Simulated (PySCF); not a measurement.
## Ionisation energy of Sc+ by level of theory

Sc+ [Ar] 3d1 4s1 (3D) → Sc(2+) [Ar] 3d1 (2D), as a difference of total energies. Computed with PySCF 2.14 in aug-cc-pwCVTZ, with the non-relativistic Hamiltonian (point nucleus). Correlated levels: valence: [Ar] frozen; valence and next inner shell: [Ne] frozen; nothing frozen. The calculations carry no spin-orbit coupling.

Question: Order these methods by the ionisation energy they give, lowest first.
A. PBE0
B. revPBE
C. PBE
D. SCS-MP2 (valence and next inner shell)

Answer: D (12.572 eV), A (12.873 eV), B (12.938 eV), C (13.049 eV).

These non-relativistic numbers lack the scalar-relativistic shift.

Errors of the correlated levels include the incompleteness of this basis and the frozen core.

For comparison: 12.800 eV (measured; NIST Atomic Spectra Database, ionization energies).
